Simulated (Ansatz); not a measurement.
H₃Si₂ (SMILES [SiH]=[SiH2]), doublet, at a GFN2-xTB geometry; BCCD(T)/6-31G* (Ansatz, an electronic-structure program).

Ansatz was given this input:
Ansatz 0.2 input:
```yaml
crystal:
  periodic: [false, false, false]
  atoms:
    - {symbol: Si, position_ang: [1.02285006, -0.59715591, 0.02160438]}
    - {symbol: Si, position_ang: [-0.90257877, 0.47114667, -0.01698289]}
    - {symbol: H, position_ang: [2.02777054, 0.52857146, -0.02104512]}
    - {symbol: H, position_ang: [-1.68847796, 1.72855621, -0.06337080]}
    - {symbol: H, position_ang: [-2.02309056, -0.49299837, 0.01971513]}
basis:
  gaussian:
    orbitals: 6-31G*
magnetization: {spin_polarized: true, initial_magnetization: 1}
correlation: {method: bccd_t}
```

### Question
What does Ansatz print? Leave out banner, timings and long lists.

### Answer

```
Functional definition: HF
427 factors; integrals over basis functions are off by at most 7.6e-4 eV
mean field evaluation 1: about -15767.4312 eV, gradient 7.1e0 eV
mean field evaluation 2: about -15767.4613 eV, gradient 7.2e0 eV
mean field evaluation 4: about -15768.1323 eV, gradient 7.7e-1 eV
mean field evaluation 8: about -15768.1638 eV, gradient 1.2e-1 eV
mean field evaluation 16: about -15768.1585 eV, gradient 4.1e-1 eV
mean field evaluation 32: about -15768.0932 eV, gradient 7.6e-1 eV
mean field evaluation 64: about -15766.3339 eV, gradient 7.8e0 eV
mean field evaluation 96: about -15768.1463 eV, gradient 5.8e-1 eV
mean field evaluation 128: about -15767.2341 eV, gradient 1.0e-2 eV
mean field evaluation 160: about -15765.4857 eV, gradient 5.4e0 eV
mean field evaluation 192: about -15766.1642 eV, gradient 8.4e0 eV
mean field evaluation 224: about -15765.8249 eV, gradient 1.7e-2 eV
mean field evaluation 256: about -15764.5773 eV, gradient 4.2e0 eV
mean field evaluation 288: about -15767.2341 eV, gradient 2.9e-2 eV
mean field evaluation 320: about -15766.9091 eV, gradient 5.3e0 eV
mean field evaluation 352: about -15765.7756 eV, gradient 1.3e-1 eV
mean field -15768.16600089 eV, -579.4694124859 hartree, gradient 1.7e-6 eV, S^2 0.806624; 11 other end points of the search recorded, 0 dependent functions left out
determinant -15768.16600089 eV, -579.4694124859 hartree, with singles and doubles -15773.00381601 eV, -579.6471989125 hartree
determinant -15767.71382090 eV, -579.4527951779 hartree, with singles and doubles -15772.41563262 eV, -579.6255835714 hartree
determinant -15767.52716020 eV, -579.4459355237 hartree, with singles and doubles -15772.60088910 eV, -579.6323916214 hartree
determinant -15767.23409468 eV, -579.4351655643 hartree, with singles and doubles -15772.41523925 eV, -579.6255691154 hartree
determinant -15765.82493852 eV, -579.3833800305 hartree, with singles and doubles -15770.52882746 eV, -579.5562447607 hartree
determinant -15768.16600089 eV, -579.4694124859 hartree, with singles and doubles -15773.01137000 eV, -579.6474765165 hartree
determinant -15767.52716020 eV, -579.4459355237 hartree, with singles and doubles -15772.96289146 eV, -579.6456949628 hartree
10 core orbitals not correlated
reference -15768.16600089 eV, -579.4694124859 hartree; 6, 5 occupied and 28, 29 virtual orbitals, 427 factors
second order -3.78287303 eV of doubles, -0.00000000 eV of singles
cycle   1  -4.84728169 eV  change   -1.9e-3 eV  update   1.1e-2
cycle   2  -4.84002625 eV  change    7.3e-3 eV  update   4.9e-3
cycle   3  -4.83697934 eV  change    3.0e-3 eV  update   3.2e-3
cycle   4  -4.83733210 eV  change   -3.5e-4 eV  update   2.1e-3
cycle   5  -4.83772768 eV  change   -4.0e-4 eV  update   1.3e-3
cycle   6  -4.83765704 eV  change    7.1e-5 eV  update   9.9e-4
cycle   7  -4.83766633 eV  change   -9.3e-6 eV  update   7.8e-4
cycle   8  -4.83769288 eV  change   -2.7e-5 eV  update   5.8e-4
cycle   9  -4.83764186 eV  change    5.1e-5 eV  update   3.8e-4
cycle  10  -4.83763556 eV  change    6.3e-6 eV  update   2.2e-4
cycle  11  -4.83763649 eV  change   -9.3e-7 eV  update   1.2e-4
cycle  12  -4.83763159 eV  change    4.9e-6 eV  update   6.0e-5
cycle  13  -4.83762661 eV  change    5.0e-6 eV  update   2.5e-5
cycle  14  -4.83762708 eV  change   -4.8e-7 eV  update   1.1e-5
perturbative correction -0.17291571 eV, -0.0063545351 hartree
Total energy: -15773.17654368 eV, -579.6535465373 hartree
```
